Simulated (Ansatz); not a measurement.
Relaxation of CH2OSe (5 atoms, charge 0, multiplicity 1), to a largest force component of 0.02 eV/Å in at most 50 steps.

Theory: Ansatz, UKS r2SCANh-D4/def2-SVP.

```xyz
5
Properties=species:S:1:pos:R:3
C 0.051 0.283 -0.134
O -0.898 -0.275 0.671
Se 0.392 -1.532 0.300
H -0.245 0.496 -1.160
H 0.700 1.028 0.322
```

Problem. Where does it end, and by what steps?

Solution. The run converged. After 4 steps the energy has fallen by 0.047 eV; Se3 moved furthest, 0.03 Å.

| step | energy less start (eV) | largest force component (eV/Å) | accepted |
| --- | --- | --- | --- |
| 0 | 0.0000 | 1.154 | yes |
| 1 | -0.0338 | 0.623 | yes |
| 2 | -0.0461 | 0.128 | yes |
| 3 | -0.0463 | 0.120 | yes |
| 4 | -0.0466 | 0.010 | yes |

```xyz
5
Properties=species:S:1:pos:R:3
C 0.034 0.296 -0.128
O -0.917 -0.255 0.676
Se 0.416 -1.554 0.292
H -0.247 0.486 -1.173
H 0.714 1.027 0.333
```

Whether the end is a true minimum wasn't checked by a vibrational analysis.

The run took 18 s on 2 threads of Arm Neoverse V1, with other jobs on the host, peak memory 0.21 GiB.
